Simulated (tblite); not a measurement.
Isomers of C3H11N2OSi (doublet state). Method: GFN2-xTB as coded in tblite; computed harmonic values from a numerical Hessian at the method's own geometry, unscaled. Errors from tens to a few hundred cm⁻¹ against measured bands are possible. Modes of hydrogen on silicon can be 10 to 20 % off. One conformer each. Open shells enter through the occupations alone, without spin polarisation, and single modes of such species can be off by tens of per cent.

Electronic energies: GFN2-xTB at the same geometries; isomer energies are rough at this level and their order can be wrong.

```csv
SMILES,"electronic energy, lowest = 0 (kJ/mol)"
CC(C)O[Si](N)N,16.0
[CH2][C@@H](C)O[SiH](N)N,69.7
C[C](C)O[SiH](N)N,0.0
CC(C)O[Si@H]([NH])N,55.2
```

How do GFN2-xTB zero-point energies change the relative energies?

```json
{"SMILES": "C[C](C)O[SiH](N)N", "ZPE (kJ/mol)": "374.2", "of it from modes above 1550 cm⁻¹": "203.7", "electronic (kJ/mol)": "0.0", "with ZPE, lowest = 0 (kJ/mol)": "0.0", "lowest mode (cm⁻¹)": "38", "rings": "0"}
{"SMILES": "CC(C)O[Si](N)N", "ZPE (kJ/mol)": "387.9", "of it from modes above 1550 cm⁻¹": "208.9", "electronic (kJ/mol)": "16.0", "with ZPE, lowest = 0 (kJ/mol)": "29.7", "lowest mode (cm⁻¹)": "22", "rings": "0"}
{"SMILES": "CC(C)O[Si@H]([NH])N", "ZPE (kJ/mol)": "376.1", "of it from modes above 1550 cm⁻¹": "202.0", "electronic (kJ/mol)": "55.2", "with ZPE, lowest = 0 (kJ/mol)": "57.2", "lowest mode (cm⁻¹)": "38", "rings": "0"}
{"SMILES": "[CH2][C@@H](C)O[SiH](N)N", "ZPE (kJ/mol)": "368.9", "of it from modes above 1550 cm⁻¹": "206.6", "electronic (kJ/mol)": "69.7", "with ZPE, lowest = 0 (kJ/mol)": "64.5", "lowest mode (cm⁻¹)": "26", "rings": "0"}
```

The zero-point energies span 19.0 kJ/mol, from `[CH2][C@@H](C)O[SiH](N)N` to `CC(C)O[Si](N)N`. The order is unchanged.

What do entropy and thermal enthalpy add at 298.15 K and 1 bar (rigid rotor, harmonic oscillator, one conformer each)?

```tsv
SMILES	point group	symmetry number	S (J/(mol K))	H − H(0) (kJ/mol)	ZPE + H − H(0) − TS (kJ/mol)
C[C](C)O[SiH](N)N	C1	1	447.7	33.19	273.9
CC(C)O[Si@H]([NH])N	C1	1	431.4	31.50	279.0
[CH2][C@@H](C)O[SiH](N)N	C1	1	448.8	33.62	268.7
```

S holds R ln(2S + 1) for the spin.

Not tabulated: `CC(C)O[Si](N)N` (lowest mode only 22 cm⁻¹).
